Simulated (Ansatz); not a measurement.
System: CH₄N, charge -1, multiplicity 1. 
Coordinates optimised at B3LYP-D3(BJ)/def2-TZVP (Ansatz, a first-principles code):
```
C
H 1 1.1082
N 1 1.4206 2 109.69
H 3 1.0278 1 106.57 2 -180.00
H 1 1.1411 2 103.07 3 127.34
H 1 1.1411 2 103.07 5 105.33
```
Charge -1, spin multiplicity 1.

Basis-set convergence of Hartree-Fock and CCSD correlation energies (hartree) with Ansatz. Valence correlation only, unless marked. No spin-orbit coupling. No relativistic terms.

| basis | functions | E(HF) | E(corr, CCSD) |
|---|---|---|---|
| def2-SVPD | 72 | -94.47598 | -0.38166 |
| def2-TZVPPD | 142 | -94.58304 | -0.44026 |
| def2-QZVPPD | 258 | -94.58833 | -0.46121 |

Extrapolating the two largest sets (X = 3 and 4) as X^-3: E(corr) = (64·(-0.46121) - 27·(-0.44026))/37 = -0.4765 Eh, an estimate of the basis-set limit. The largest set recovers 96.8 % of it, the smallest 80.1 %.
